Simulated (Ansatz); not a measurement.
`[F][GeH2][GeH3]` + `C[SeH]` → `C[Se][GeH2][F]` + GeH₄ at 600 K and 1 bar (cleavage of the Ge–Ge bond).

Computed with Ansatz on PBE0-D4/def2-TZVP structures; ΔE is electronic, products minus reactants. CCSD(T)/CBS adds triple-zeta CCSD(T) − MP2 to the extrapolated MP2 energy (def2 sets, frozen cores). For Ge, Se outer-core shells are correlated without core-valence functions, which leaves a few kJ/mol of doubt a bond. Scalar relativity is left out up to krypton. Each species was taken in one conformer, which may not be the lowest.

| species | CCSD(T)/CBS energy (Eh) | H − E (kJ/mol) | S (J/(mol·K)) |
| --- | --- | --- | --- |
| `[F][GeH2][GeH3]` | -4255.04883 | 161.7 | 417.7 |
| `C[SeH]` | -2441.15625 | 149.5 | 312.9 |
| `C[Se][GeH2][F]` | -4617.72550 | 205.4 | 445.8 |
| GeH₄ | -2078.49493 | 105.8 | 256.4 |

H − E and S are ideal-gas, rigid-rotor, harmonic terms from PBE0-D4/def2-TZVP, for one conformer and one mirror image of each species. 1 Eh = 2625.50 kJ/mol, R = 8.31446 J/(mol·K).

By hand: ΔE, ΔH, ΔS and ΔG.

ΔE = (-4617.72550) + (-2078.49493) − (-4255.04883) − (-2441.15625) = -0.01535 Eh = -40.3 kJ/mol. Δ(H − E) = 205.4 + 105.8 − 161.7 − 149.5 = 0.0, so ΔH = -40.3 kJ/mol. ΔS = 445.8 + 256.4 − 417.7 − 312.9 = -28.4 J/(mol·K). ΔG = -40.3 − 600 × (-28.4)/1000 = -23.3 kJ/mol.

By hand: the equilibrium constant, and the temperature at which ΔG would vanish if ΔH and ΔS stayed fixed.

log₁₀ K = −ΔG/(RT ln 10) = 2.0. ΔG = 0 at ΔH/ΔS = 1419 K.

TΔS isn't small against ΔH here. A doubt of 5 kJ/mol in ΔE shifts log₁₀ K by 0.4 here. Other conformers and mirror images would add mixing entropy, several J/(mol·K) or more a flexible species. Modes under 60 cm⁻¹, often nearly free rotors, make the harmonic entropy too high. These are equilibria of isolated gas molecules and say nothing of rates. Largest T1 diagnostic: 0.012 (customary marks: 0.02 for closed shells, 0.045 for open ones).
